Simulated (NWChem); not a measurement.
System: Si$_{2}$H$_{4}$ClF; SMILES F[Si@@H]([SiH3])Cl

Here is an NWChem input.

```
start job
memory heap 200 mb stack 900 mb global 1100 mb
geometry units angstroms noautosym nocenter noautoz
  F      1.840752     0.303670     0.398739
  Si     0.451561     0.136183    -0.425688
  Si    -0.519467    -1.921600     0.115401
  Cl    -0.830928     1.635438     0.178497
  H      0.762202     0.349853    -1.864070
  H      0.389271    -3.042813    -0.270348
  H     -0.776253    -1.959412     1.585082
  H     -1.809474    -2.048020    -0.626833
end
basis spherical
  F library 6-31g*
  Si library 6-31g*
  Cl library 6-31g*
  H library 6-31g*
end
dft
  xc b3lyp
  iterations 150
end
cosmo
  do_cosmo_smd true
  solvent methanol
end
task dft energy
```

Parts of the log:

```
             Northwest Computational Chemistry Package (NWChem) 7.3.0
             --------------------------------------------------------

                             Geometry "geometry" -> ""
                             -------------------------

 Output coordinates in angstroms (scale by  1.889725989 to convert to a.u.)

  No.       Tag          Charge          X              Y              Z
 ---- ---------------- ---------- -------------- -------------- --------------
    1 F                    9.0000     1.84075200     0.30367000     0.39873900
    2 Si                  14.0000     0.45156100     0.13618300    -0.42568800
    3 Si                  14.0000    -0.51946700    -1.92160000     0.11540100
    4 Cl                  17.0000    -0.83092800     1.63543800     0.17849700
    5 H                    1.0000     0.76220200     0.34985300    -1.86407000
    6 H                    1.0000     0.38927100    -3.04281300    -0.27034800
    7 H                    1.0000    -0.77625300    -1.95941200     1.58508200
    8 H                    1.0000    -1.80947400    -2.04802000    -0.62683300

 Effective nuclear repulsion energy (a.u.)     274.5959408833

                                 NWChem DFT Module
                                 -----------------

 Summary of "ao basis" -> "ao basis" (spherical)
 ------------------------------------------------------------------------------
       Tag                 Description            Shells   Functions and Types
 ---------------- ------------------------------  ------  ---------------------
 F                           6-31g*                  6       14   3s2p1d
 Si                          6-31g*                  8       18   4s3p1d
 Cl                          6-31g*                  8       18   4s3p1d
 H                           6-31g*                  2        2   2s

 in cosmo_initialize ...
 calling solv_data for solv:methanol

 solvent parameters
 solvname_short: methanol
 solvname_long:  methanol
 dielec:       32.6130
 dielecinf:     1.7657
 nonaqueous SMD model solvent descriptors
 dielec:       32.6130
 sola:          0.4300
 solb:          0.4700
 solc:          0.0000
 solg:         31.7700
 solh:          0.0000
 soln:          1.3288

          ---------------
          -cosmo- solvent
          ---------------
 Cosmo: York-Karplus, doi: 10.1021/jp992097l
 dielectric constant -eps-     =  32.61
 screen = (eps-1)/(eps    )    =   0.96934
 surface charge correction     = lagrangian

[...]

                                COSMO-SMD solvation results
                                ---------------------------

             internal energy in gas <Psi(g)|H|Psi(g)> =     -1141.525159211906
         internal energy in solvent <Psi(s)|H|Psi(s)> =     -1141.524709626854
                               delta internal energy  =         0.000449585052 (    0.28 kcal/mol)
   total free energy in solvent <Psi(s)|H+V/2|Psi(s)> =     -1141.528383630773
 polarization energy contribution <Psi(s)|V/2|Psi(s)> =        -0.003674003920 (   -2.31 kcal/mol)
    total free energy in solvent including G(SMD-CDS) =     -1141.529545031277
                       G(SMD-CDS) energy contribution =        -0.001161400503 (   -0.73 kcal/mol)
     1 M fixed-concentration free energy of solvation =        -0.004385819371 (   -2.75 kcal/mol)

                       DFT Final Molecular Orbital Analysis
                       ------------------------------------

 Vector   27  Occ=2.000000D+00  E=-3.514132D-01
              MO Center= -5.4D-01, -7.8D-02,  1.3D-01, r^2= 5.1D+00
   Bfn.  Coefficient  Atom+Function         Bfn.  Coefficient  Atom+Function
  ----- ------------  ---------------      ----- ------------  ---------------
    59      0.353970  4 Cl pz                57     -0.270698  4 Cl px
    39      0.250129  3 Si px                58     -0.240281  4 Cl py
    63      0.190993  4 Cl pz                22     -0.156397  2 Si py
    72      0.156778  6 H  s                 76     -0.152740  8 H  s
     4      0.147604  1 F  py                55     -0.139002  4 Cl pz

 Vector   28  Occ=2.000000D+00  E=-3.412884D-01
              MO Center= -6.6D-01,  1.3D+00,  9.9D-02, r^2= 2.6D+00
   Bfn.  Coefficient  Atom+Function         Bfn.  Coefficient  Atom+Function
  ----- ------------  ---------------      ----- ------------  ---------------
    59      0.538856  4 Cl pz                57      0.371490  4 Cl px
    63      0.289688  4 Cl pz                55     -0.210925  4 Cl pz
    61      0.205639  4 Cl px                58      0.183488  4 Cl py
    53     -0.145404  4 Cl px                 3      0.099172  1 F  px
    70      0.096491  5 H  s                 62      0.095920  4 Cl py

 Vector   29  Occ=2.000000D+00  E=-2.954260D-01
              MO Center= -1.2D-01, -2.8D-01, -2.1D-01, r^2= 4.1D+00
   Bfn.  Coefficient  Atom+Function         Bfn.  Coefficient  Atom+Function
  ----- ------------  ---------------      ----- ------------  ---------------
    40      0.327207  3 Si py                58      0.314771  4 Cl py
    22     -0.275384  2 Si py                70     -0.234885  5 H  s
    59     -0.192079  4 Cl pz                62      0.180055  4 Cl py
    23      0.159955  2 Si pz                69     -0.155236  5 H  s
    39      0.153219  3 Si px                20      0.141217  2 Si s

 Vector   30  Occ=0.000000D+00  E=-1.204277D-02
              MO Center=  2.1D-01, -5.1D-01, -3.1D-01, r^2= 4.5D+00
   Bfn.  Coefficient  Atom+Function         Bfn.  Coefficient  Atom+Function
  ----- ------------  ---------------      ----- ------------  ---------------
    25      0.775906  2 Si px                24     -0.522239  2 Si s
    42      0.477620  3 Si s                 76      0.441869  8 H  s
    43      0.409931  3 Si px                21      0.355998  2 Si px
     6     -0.339444  1 F  s                 60      0.332538  4 Cl s
    72     -0.275688  6 H  s                 74     -0.263753  7 H  s

[...]
```

Level: B3LYP/6-31G* (spherical d), SMD on the gas-phase geometry. All runs use the structure optimised with PBE0/def2-SVP. Solvent: methanol.
